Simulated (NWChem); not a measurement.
A series in which one site is exchanged, each optimised at PBE0/def2-SVP with NWChem, gas phase unless a solvent is named. This build's default masses of Se (78.918 u) and Br (79.917 u) are each other's, which moves their modes by up to 0.6 %.

A: B(Cl)Cl (BHCl2; site = Cl)
B: ClBBr (BHBrCl; site = Br)
C: BCl (BH₂Cl; site = H)

Values for A:

```
Quantity                                              Value
----------------------------------------------------  -----
highest harmonic frequency (cm⁻¹), PBE0/def2-SVP       2704
vertical ionisation energy, ΔSCF, PBE0/def2-SVP (eV)  11.65
static polarisability, PBE0/def2-SVPD (bohr³)          42.4
```

Task: How do these values change for the other members?

Result: 
```
change from A                                             B      C
----------------------------------------------------  -----  -----
highest harmonic frequency (cm⁻¹), PBE0/def2-SVP         -1    +32
vertical ionisation energy, ΔSCF, PBE0/def2-SVP (eV)  -0.53  -0.34
static polarisability, PBE0/def2-SVPD (bohr³)          +7.7  -12.6
```
